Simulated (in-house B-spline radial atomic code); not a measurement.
Successive ionisation energies of lutetium; each step leads to the configuration of the next row (after the last: bare). Dirac energy differences include first-order Breit, QED and recoil terms. NIST's values go from ground level to ground level; the uncertainty of those that are theory runs from under 0.1 % in few-electron ions to several per cent in heavy many-electron ones. Computed with an all-electron radial atomic-structure program (B-spline basis): Dirac-Hartree-Fock, jj configuration that fills j = l - 1/2 first, finite nuclei.

A number in brackets counts the electrons of a j subshell.

```csv
ion,configuration,ionisation energy (eV),tabulated value (eV),tabulated kind,computed minus tabulated (eV),highest orbital,largest mean radius (bohr)
Lu65+,[He] 2s2 2p1/2(2),16729.4,16730,tabulated theory,-1,2p1/2,0.078424
Lu66+,[He] 2s2 2p1/2(1),17118.5,17120,tabulated theory,-1,2p1/2,0.078041
Lu67+,[He] 2s2,17607.1,17610,tabulated theory,-3,2s1/2,0.07766
Lu68+,[He] 2s1,17927.5,17928.05,tabulated theory,-1,2s1/2,0.077316
Lu69+,1s2,72318.4,72322.87,tabulated theory,-4,1s1/2,0.019212
Lu70+,1s1,73803.9,73804.35,tabulated theory,0,1s1/2,0.019095
```

(1) Where is the largest jump?

Results:

(1) From Lu68+ to Lu69+, by a factor of 4.03 (17927 to 72318 eV); the highest orbital goes from 2s1/2 to 1s1/2.
